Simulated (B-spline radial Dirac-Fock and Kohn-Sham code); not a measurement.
## Form factor and incoherent scattering function of Eu⁵⁵⁺

System: Eu⁵⁵⁺ in the configuration [He] 2s2 2p4.

Input file task.json (cfg lists n, l and occupation; rrms is the nuclear radius in fm):

```json
{"items": [{
  "Z": 63,
  "q": 55,
  "cfg": [[1, 0, 2], [2, 0, 2], [2, 1, 4]],
  "A": 153,
  "rrms": 5.1115,
  "do": ["scatter"],
  "s": [0.0, 0.05, 0.1, 0.15, 0.2, 0.25, 0.3, 0.35, 0.4, 0.45, 0.5, 0.6, 0.7, 0.8, 0.9, 1.0, 1.1, 1.2, 1.4, 1.6, 1.8, 2.0, 2.5, 3.0, 3.5, 4.0, 5.0, 6.0],
  "pz": [0, 0.1, 0.15, 0.21, 0.32, 0.46, 0.68, 0.99, 1.5, 2.1, 3.1, 4.6, 6.7, 9.9, 14.0, 21.0, 31.0, 46.0, 67.0, 98.0, 140.0],
  "hv_scatter": [1000, 2000, 8047.8, 17479.3, 20000, 50000, 500000, 1000000]
}]}
```

Command: `python xray_run.py task.json out`

Calculated with a radial atomic solver, using configuration-average Dirac-Fock orbitals. f₀ is the Fourier transform of the spherical electron density, S the Waller-Hartree incoherent function, and s = sin θ/λ.

```csv
s (Å⁻¹),f₀,S
0,8.000,0.000
0.05,7.999,0.001
0.1,7.996,0.005
0.15,7.991,0.011
0.2,7.984,0.020
0.25,7.976,0.031
0.3,7.965,0.044
0.35,7.952,0.060
0.4,7.938,0.079
0.45,7.922,0.100
0.5,7.903,0.123
0.6,7.861,0.176
0.7,7.812,0.238
0.8,7.756,0.308
0.9,7.693,0.387
1,7.623,0.474
1.1,7.547,0.568
1.2,7.466,0.669
1.4,7.285,0.889
1.6,7.085,1.131
1.8,6.867,1.390
2,6.635,1.661
2.5,6.012,2.367
3,5.364,3.065
3.5,4.729,3.713
4,4.136,4.286
5,3.141,5.178
6,2.428,5.777
```

f₀ starts at the number of electrons, 8, and has fallen to half at s ≈ 4.14 Å⁻¹. The sum of ⟨r²⟩ over the electrons is 0.05288 bohr².
